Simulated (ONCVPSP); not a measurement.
## Reading a pseudo-wave (oxygen)

Columns: radius, all-electron u(r) and pseudo u(r) of the 2p shell (level -24.45 eV) of oxygen in the configuration [He] 2s2 2p3; PBE, scalar-relativistic, ONCV scheme, ONCVPSP 4.0.1.

```tsv
r (bohr)	all-electron	pseudo
0.072	0.0656	0.0279
0.145	0.2035	0.1087
0.217	0.3555	0.2290
0.290	0.4999	0.3755
0.362	0.6218	0.5259
0.435	0.7213	0.6675
0.507	0.7966	0.7838
0.580	0.8510	0.8706
0.652	0.8852	0.9241
0.725	0.9030	0.9487
0.798	0.9066	0.9495
0.870	0.8990	0.9334
0.942	0.8826	0.9068
1.015	0.8592	0.8740
1.088	0.8306	0.8384
1.160	0.7988	0.8022
1.232	0.7646	0.7657
1.305	0.7283	0.7286
1.378	0.6913	0.6913
1.450	0.6546	0.6546
1.522	0.6183	0.6183
1.595	0.5821	0.5821
1.668	0.5469	0.5469
1.740	0.5134	0.5134
1.812	0.4811	0.4811
1.885	0.4499	0.4498
```

Q: How many radial nodes do the two functions have?

A: The all-electron 2p function has n − l − 1 = 0; the pseudo-wave has 0.

Q: At about which radius was the pseudo-wave matched?

A: 1.45 bohr. The columns agree to 0.0005 from 1.30 bohr on; several derivatives are matched, so the curves merge somewhat inside the radius.

Q: Where does each function peak?

A: Outermost all-electron maximum near 0.80 bohr, pseudo maximum near 0.80 bohr (to the table’s step).

Q: Is the pseudo-wave norm-conserving?

A: Yes: the ONCV scheme keeps the norm inside the radius equal to the all-electron one, which fixes the energy derivative of the logarithmic derivative at the level.
